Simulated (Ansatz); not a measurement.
The cluster B₇H₁₃. The state is a singlet with charge 0. Geometry B3LYP-D4/def2-SVP, basis def2-TZVP, Ansatz.

```xyz
20

B     0.247    1.168   -0.593
B    -0.270   -1.652    0.031
B    -0.515   -0.347   -1.169
B     1.158    0.655    0.962
B     1.053   -0.587   -0.263
B     0.639   -1.002    1.377
B    -1.539    1.117   -0.799
H     1.226   -1.671    2.176
H    -2.054    1.510   -1.815
H     2.195    1.065    1.394
H    -0.354   -2.831   -0.147
H    -0.811    2.121   -0.476
H    -0.534   -0.746   -2.299
H     2.045   -0.958   -0.820
H    -0.642   -1.378    1.325
H     0.401    1.642    0.742
H    -2.221    0.925    0.183
H     0.960    1.788   -1.333
H     0.387    0.213    1.958
H    -1.370   -1.032   -0.433
```

```csv
run,HOMO (eV),LUMO (eV)
A,-10.20,0.24
B,-6.81,-2.72
C,-6.99,-2.53
D,-7.79,-1.85
E,-8.65,-0.80
F,-7.13,-2.60
```

LC-ωPBE has ω = 0.4 bohr⁻¹. The structure comes from a short search, and lower isomers may exist.

Task: The runs used B97M-V, BHLYP, LC-ωPBE, PBE, PBE0, r2SCAN. Estimate which is which.

Result: A LC-ωPBE (range-separated); B PBE (0 % exact exchange); C r2SCAN (0 % exact exchange); D PBE0 (25 % exact exchange); E BHLYP (50 % exact exchange); F B97M-V (0 % exact exchange). Exact exchange lowers occupied and raises empty levels; among semilocal functionals meta-GGAs tend to open the gap a little, and such runs are hard to tell apart. The gap grows from 4.09 eV (PBE) to 10.44 eV (LC-ωPBE).
